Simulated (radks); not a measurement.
Species: Ni2+. Configuration: [Ar] 3d8 (the NIST ground configuration).

Method: scalar-relativistic Kohn-Sham, r2SCAN, spin-polarised, spherical densities, finite nucleus; open shells are filled with parallel spins first; meta-GGA in the generalised Kohn-Sham scheme; Fermi nuclear charge, rms radius 3.7757 fm; computed with a radial shooting solver on a logarithmic mesh with Libxc functionals.

Energy parts (hartree):
| part | energy |
|---|---|
| total | -1519.83475 |
| kinetic | 1541.01045 |
| electron-nucleus | -3629.40848 |
| Hartree | 631.67411 |
| exchange-correlation | -63.11084 |

Orbitals (lengths in bohr, moments of r in powers of bohr; <r^-3> diverges for s and p1/2; r(max) is where P^2 peaks; r(90%) holds 90 % of the orbital's charge):
| orbital | occ. | eigenvalue (hartree) | r(max) | r(90%) | <r^-3> |
|---|---|---|---|---|---|
| 1s up | 1 | -303.4878 | 0.03540 | 0.0966 | - |
| 1s down | 1 | -303.4882 | 0.03540 | 0.0966 | - |
| 2s up | 1 | -37.18013 | 0.2043 | 0.379 | - |
| 2s down | 1 | -37.12679 | 0.2043 | 0.378 | - |
| 2p up | 3 | -32.02160 | 0.1649 | 0.352 | 624.2 |
| 2p down | 3 | -31.98123 | 0.1648 | 0.352 | 625.4 |
| 3s up | 1 | -4.98799 | 0.6390 | 1.11 | - |
| 3s down | 1 | -4.87966 | 0.6398 | 1.11 | - |
| 3p up | 3 | -3.47584 | 0.6475 | 1.20 | 78.95 |
| 3p down | 3 | -3.36851 | 0.6487 | 1.21 | 78.06 |
| 3d up | 5 | -1.08854 | 0.6319 | 1.64 | 7.219 |
| 3d down | 3 | -0.98873 | 0.6370 | 1.70 | 6.976 |

The highest occupied level is 3d down at -26.905 eV. For comparison, the ionisation energy in NIST's Atomic Spectra Database is 35.19 eV (measured). In exact Kohn-Sham theory the highest level is minus the ionisation energy, but local and semilocal functionals leave it too shallow, through self-interaction and a potential that decays too fast; potentials with the right tail come closer. The spin density at the nucleus is -0.467 e/bohr^3 (1s 0.010, 2s -1.622, 3s 1.146). The density falls to 0.001 e/bohr^3 at r = 2.95 bohr. Spin moment in Bohr magnetons: 2.
